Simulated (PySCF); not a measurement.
(1-methylcyclopropyl)methanol (C₅H₁₀O), SMILES CC1(CO)CC1.

Geometry: B3LYP-D3(BJ)/def2-SVP. One conformer was computed; it need not be the lowest.

All values below come from HF/def2-TZVP (PySCF).

Symmetry labels are those of the subgroup Cs that the program uses (full group Cs).

Computed valence orbital energies around the gap with their symmetry:
| orbital | symmetry | energy (eV) |
|---|---|---|
| HOMO−7 | A" | -15.26 |
| HOMO−6 | A' | -14.61 |
| HOMO−5 | A' | -14.39 |
| HOMO−4 | A" | -13.52 |
| HOMO−3 | A' | -13.05 |
| HOMO−2 | A" | -12.39 |
| HOMO−1 | A' | -10.98 |
| HOMO | A" | -10.44 |
| LUMO | A' | 3.66 |
| LUMO+1 | A' | 4.13 |
| LUMO+2 | A' | 4.93 |
| LUMO+3 | A" | 5.28 |
